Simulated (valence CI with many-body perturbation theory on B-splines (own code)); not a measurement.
Results of a calculation; reference values are marked as such.
## Level structure of Sr XXXIII

Method: valence CI with perturbative core correlation (CI+MBPT): four valence electrons over a frozen Dirac-Fock core [He], radial functions for each j: 11 s, 11 p, 9 d, 7 f, 5 g, 2 h, 1 i, with the one-electron correlation potential Σ1, the two-electron term Σ2, the three-electron term Σ3, Breit, model QED; selected CI, second order for the rest (own B-spline code, finite nucleus).

No measured spectrum was set against this ion. As an estimate, large intervals hold to a few tenths of a per cent, small ones and those within an open d or f shell to about a per cent. Among the levels kept, up to 290 cm⁻¹ of a level comes from second order outside the variational space, and about a tenth of that is noise between levels of different J, which matters for small intervals.

Levels 46 to 90 of 112, with energies above the lowest level, (2s^2 2p1/2^2) J=0. "Leading %" is the weight of the configuration and term that name the level; weights of strongly mixed levels are sums over their largest components and can fall short. In the jj column 3d3/2^4 stands for four electrons in 3d with j = 3/2.

```tsv
No.	Configuration	Term	J	E (× 10³ cm⁻¹)	Leading %	Second component	g	Leading jj
46	2s2p²3p	³D°	1	19704	44	15 % 2s2p²3p ⁵D°	1.046	2s 2p1/2^2 3p3/2 (82 %)
47	2s2p²3s	⁵P	3	19723	65	31 % 2s2p²3s ³D	1.545	2s 2p1/2 2p3/2 3s (84 %)
48	2s²2p3d	¹D°	2	19792	46	31 % 2s²2p3d ³D°	0.982	2s^2 2p3/2 3d3/2 (78 %)
49	2s²2p3d	³F°	4	19810	97		1.245	2s^2 2p3/2 3d5/2 (97 %)
50	2s²2p3d	³D°	3	19826	46	39 % 2s²2p3d ³F°	1.187	2s^2 2p3/2 3d3/2 (72 %)
51	2s2p²3s	³P	2	19836	55	21 % 2s2p²3s ³D	1.333	2s 2p1/2 2p3/2 3s (88 %)
52	2s²2p3d	³P°	1	19848	58	26 % 2s²2p3d ³D°	1.252	2s^2 2p3/2 3d3/2 (84 %)
53	2s²2p3d	³P°	0	19855	97			2s^2 2p3/2 3d3/2 (97 %)
54	2s2p²3p	⁵P°	1	19867	37	25 % 2s2p²3p ⁵D°	1.832	2s 2p1/2 2p3/2 3p1/2 (85 %)
55	2s²2p3d	³P°	2	19869	50	29 % 2s²2p3d ³D°	1.318	2s^2 2p3/2 3d5/2 (77 %)
56	2s2p²3p	⁵D°	2	19918	43	19 % 2s2p²3p ³D°	1.446	2s 2p1/2 2p3/2 3p1/2 (89 %)
57	2s2p²3d	⁵F	1	19921	62	22 % 2s2p²3d ³D	0.329	2s 2p1/2^2 3d3/2 (85 %)
58	2s2p²3d	⁵F	2	19941	40	21 % 2s2p²3d ⁵D	1.208	2s 2p1/2^2 3d3/2 (70 %)
59	2s²2p3d	¹F°	3	19948	64	30 % 2s²2p3d ³D°	1.104	2s^2 2p3/2 3d5/2 (73 %)
60	2s²2p3d	¹P°	1	19972	70	14 % 2s²2p3d ³P°	1.009	2s^2 2p3/2 3d5/2 (94 %)
61	2s2p²3d	⁵D	3	20014	30	24 % 2s2p²3d ⁵F	1.404	2s 2p1/2^2 3d5/2 (82 %)
62	2s2p²3p	⁵D°	3	20027	72	13 % 2s2p²3p ³F°	1.401	2s 2p1/2 2p3/2 3p1/2 (53 %)
63	2s2p²3s	³D	1	20032	78	12 % 2s2p²3s ¹P	0.640	2s 2p1/2 2p3/2 3s (93 %)
64	2s2p²3s	³D	2	20056	40	29 % 2s2p²3s ¹D	1.173	2s 2p1/2 2p3/2 3s (86 %)
65	2s2p²3p	⁵P°	3	20057	50	33 % 2s2p²3p ³D°	1.485	2s 2p1/2 2p3/2 3p3/2 (63 %)
66	2s2p²3p	⁵P°	1	20081	34	24 % 2s2p²3p ³D°	1.687	2s 2p1/2 2p3/2 3p3/2 (95 %)
67	2s2p²3s	³P	0	20109	88	9 % 2s2p²3s ¹S		2s 2p1/2 2p3/2 3s (84 %)
68	2s2p²3s	³P	1	20110	54	21 % 2s2p²3s ¹P	1.550	2s 2p1/2 2p3/2 3s (82 %)
69	2s2p²3d	³F	2	20120	38	15 % 2s2p²3d ¹D	0.989	2s 2p1/2^2 3d5/2 (63 %)
70	2s2p²3p	³D°	2	20132	50	28 % 2s2p²3p ⁵S°	1.467	2s 2p1/2 2p3/2 3p3/2 (88 %)
71	2s2p²3p	³P°	2	20145	32	26 % 2s2p²3p ⁵P°	1.625	2s 2p1/2 2p3/2 3p1/2 (80 %)
72	2s2p²3p	³P°	0	20182	78	16 % 2s2p²3p ⁵D°		2s 2p1/2 2p3/2 3p3/2 (94 %)
73	2s2p²3p	⁵D°	4	20196	67	32 % 2s2p²3p ³F°	1.411	2s 2p1/2 2p3/2 3p3/2 (88 %)
74	2s2p²3p	³P°	2	20253	56	17 % 2s2p²3p ¹D°	1.435	2s 2p1/2 2p3/2 3p3/2 (92 %)
75	2s2p²3p	³P°	1	20285	32	22 % 2s2p²3p ³S°	1.279	2s 2p1/2 2p3/2 3p3/2 (80 %)
76	2s2p²3p	³D°	3	20300	43	26 % 2s2p²3p ⁵P°	1.344	2s 2p1/2 2p3/2 3p3/2 (83 %)
77	2s2p²3p	³F°	2	20320	56	22 % 2s2p²3p ¹D°	0.863	2s 2p1/2 2p3/2 3p1/2 (94 %)
78	2s2p²3s	³D	3	20346	64	31 % 2s2p²3s ⁵P	1.437	2s 2p3/2^2 3s (84 %)
79	2s2p²3p	³D°	1	20353	49	22 % 2s2p²3p ¹P°	0.874	2s 2p1/2 2p3/2 3p1/2 (85 %)
80	2s2p²3d	⁵F	2	20356	42	20 % 2s2p²3d ⁵D	1.242	2s 2p1/2 2p3/2 3d3/2 (94 %)
81	2s2p²3d	⁵D	0	20357	89	7 % 2s2p²3d ³P		2s 2p1/2 2p3/2 3d3/2 (97 %)
82	2s2p²3d	⁵D	1	20357	61	17 % 2s2p²3d ⁵F	1.288	2s 2p1/2 2p3/2 3d3/2 (95 %)
83	2s2p²3d	⁵F	3	20377	60	20 % 2s2p²3d ⁵P	1.319	2s 2p1/2 2p3/2 3d3/2 (68 %)
84	2s2p²3d	⁵F	4	20377	58	35 % 2s2p²3d ⁵D	1.384	2s 2p1/2 2p3/2 3d5/2 (94 %)
85	2s2p²3p	³P°	0	20378	63	28 % 2s2p²3p ¹S°		2s 2p1/2 2p3/2 3p1/2 (83 %)
86	2s2p²3s	¹D	2	20436	36	32 % 2s2p²3s ³P	1.239	2s 2p3/2^2 3s (85 %)
87	2s2p²3d	³P	2	20475	29	26 % 2s2p²3d ³F	1.251	2s 2p1/2 2p3/2 3d5/2 (89 %)
88	2s2p²3p	³D°	1	20491	41	13 % 2s2p²3p ¹P°	1.035	2s 2p1/2 2p3/2 3p1/2 (86 %)
89	2s2p²3d	³F	4	20499	33	31 % 2s2p²3d ⁵D	1.316	2s 2p1/2 2p3/2 3d3/2 (61 %)
90	2s2p²3d	³F	3	20506	56	29 % 2s2p²3d ⁵P	1.264	2s 2p1/2 2p3/2 3d5/2 (54 %)
```
